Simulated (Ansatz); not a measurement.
Molecule: C$_{2}$H$_{2}$F$_{3}$, net charge 0, doublet state. It need not be the lowest isomer of its formula. 
Structure (B3LYP-D3(BJ)/def2-TZVP (Ansatz, a program for electronic structure) minimum search):
SMILES: [CH2]C(F)(F)F
```xyz
7

C      1.4916     0.0138    -0.1023
C      0.0184     0.0009    -0.0097
F     -0.5188    -1.0368    -0.6840
F     -0.4098    -0.1095     1.2754
F     -0.5262     1.1336    -0.4999
H      2.0138     0.9510     0.0039
H      2.0202    -0.9244    -0.1551
```
Charge 0, spin multiplicity 2.

Computed values are from Ansatz. Correlated levels leave the core frozen unless marked. Open shells are spin-unrestricted. No spin-orbit coupling. Non-relativistic. CBS(X,Y): correlation extrapolated as X^-3; Hartree-Fock from the larger set (for Q and 5 zeta extrapolated as (X+1)exp(-9√X)).

```yaml
atomisation energy De: 2703.3 kJ/mol at CCSD(T)/CBS(cc-pVQZ,cc-pV5Z)
total_energy: -376.6175 Eh at CCSD(T)/CBS(cc-pVQZ,cc-pV5Z)
dipole_moment: 2.28 D at CCSD(T)/aug-cc-pVDZ
T1 diagnostic: 0.012 at CCSD/cc-pV5Z
```
